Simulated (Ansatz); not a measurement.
Consider the formal exchange of groups at a B–C bond: `CB(C)F` + `BC=C` → `C=CBB(C)F` + CH₄.

Gas-phase electronic energies from Ansatz, PBE0-D4/def2-TZVP geometries. CCSD(T)/CBS is the MP2 limit (def2-TZVPP, def2-QZVPP) plus CCSD(T) − MP2 in def2-TZVPP, frozen cores. This one scheme is used for every species. Functionals use def2-TZVPP. Each species was taken in one conformer, which may not be the lowest.

```tsv
level	ΔE (kcal/mol)
PBE0	6.7
MP2/def2-QZVPP	8.2
MP2/CBS(def2)	8.1
CCSD/CBS(def2)	7.6
```

(1) What does CCSD(T)/CBS give? (Estimate.)

Largest T1 diagnostic among the species: 0.012.

## Answers

(1) Ansatz gave: +7.3 kcal/mol. The listed levels differ from it by -0.6, 0.9, 0.8, 0.3 kcal/mol.

In def2-TZVPP, CCSD(T) changes the Hartree–Fock value by −1.8 kcal/mol (the triples alone add −0.3 kcal/mol) and MP2 by −1.0 kcal/mol. From PBE to PBE0 (25 % exact exchange), in def2-TZVPP and without D4, ΔE moves by +1.1 kcal/mol.
